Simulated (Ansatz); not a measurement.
Basis sets compared for trans-NiH2(AsH3)2 (NiAs2H8). The state is a singlet with charge 0. Geometry PBE0-D4/def2-SVP. Ansatz on 4 threads of Arm Neoverse V1 on a shared host; times are rough, and most runs start from earlier orbitals.

Cartesian coordinates in Å:
```
Ni -0.013 0.008 -0.030
H 0.406 1.409 -0.415
As -1.869 0.638 0.959
H -2.024 0.297 2.426
H -3.166 0.011 0.495
H -2.385 2.062 1.053
H -0.425 -1.392 0.369
As 1.860 -0.637 -0.977
H 2.277 -2.078 -1.212
H 3.141 -0.191 -0.307
H 2.200 -0.128 -2.361
```

Binding counts from free atoms (Ni triplet, H doublet, As quartet) in the same basis, without a counterpoise term.

```
                          level  functions  energy (Eh)  HOMO (eV)  LUMO (eV)  binding per atom (eV)  wall time
                PBE-D4/def2-SVP        135   -5983.1687      -3.98      -1.63                   2.48      1.9 s
               PBE-D4/def2-TZVP        189   -5983.9624      -4.39      -1.87                   2.44      2.4 s
            r2SCAN-D4/def2-TZVP        189   -5984.8381      -4.48      -1.64                   2.44        6 s
               PBE0-D4/def2-SVP        135   -5983.2817      -5.82      -0.49                   2.33      3.1 s
PBE0-D4/def2-TZVP (with forces)        189   -5984.0640      -6.22      -0.77                   2.32      6.5 s
```

Problem. Estimate the rows for PBE-D4/def2-TZVPD, r2SCAN-D4/def2-TZVPD, PBE0-D4/def2-TZVPD.

Solution. 
| level | functions | energy (Eh) | HOMO (eV) | LUMO (eV) | binding per atom (eV) | wall time |
| --- | --- | --- | --- | --- | --- | --- |
| PBE-D4/def2-TZVPD | 228 | -5983.9652 | -4.44 | -1.99 | 2.45 | 3.8 s |
| r2SCAN-D4/def2-TZVPD | 228 | -5984.8402 | -4.51 | -1.71 | 2.44 | 8 s |
| PBE0-D4/def2-TZVPD | 228 | -5984.0663 | -6.25 | -0.95 | 2.32 | 7 s |
